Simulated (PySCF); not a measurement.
# Stretching ZnO⁺

Set-up: Zn cc-pVDZ-PP with ECP10, O cc-pVDZ; scalar-relativistic core potentials (PySCF 2.14). Energies in eV from Zn⁺ + O in their ground configurations at the same level. State: ²Π (doublet), unpaired electrons π ↑.

All columns are PBE0. A positive dipole points towards O; it is taken about the centre of mass and depends on that origin.

```tsv
R (Å)	E (eV)	μ (D)	Mulliken charge on Zn (basis-dependent)	HOMO (eV)	LUMO (eV)	Mayer bond order	⟨S²⟩
1.539	-0.683	-4.19	1.17	-15.93	-11.52	1.39	0.76
1.611	-1.219	-4.29	1.17	-15.66	-11.25	1.32	0.76
1.683	-1.505	-4.35	1.17	-15.42	-11.33	1.28	0.77
1.736	-1.602	-4.38	1.17	-15.26	-11.39	1.25	0.77
1.790	-1.626	-4.38	1.16	-15.11	-11.45	1.22	0.78
1.844	-1.596	-4.35	1.15	-14.99	-11.50	1.19	0.80
1.915	-1.498	-4.25	1.14	-14.87	-11.55	1.14	0.84
2.005	-1.323	-4.02	1.11	-14.78	-11.59	1.05	0.92
2.112	-1.090	-3.64	1.08	-14.77	-11.61	0.89	1.06
2.255	-0.808	-3.13	1.03	-14.76	-11.63	0.67	1.25
```

A fit through these points gives, at Re = 1.784 Å, μ = -4.38 D and dμ/dR = 0.184 D/Å; the reduced mass is 12.79 u.

Q: How strong is the fundamental in the double-harmonic approximation, I = 42.26·(dμ/dR)²/μred km/mol?

A: I = 42.26·(0.184)²/12.79 = 0.112 km/mol at PBE0.

⟨S²⟩ of the unrestricted solution departs from its pure value on part of the curve, where spin states mix. For an ion De counts to the pair picked by the measured ionisation energies or electron affinities, which need not be the lowest pair at this level. The state was picked by a PBE0 search and need not be the measured ground state.
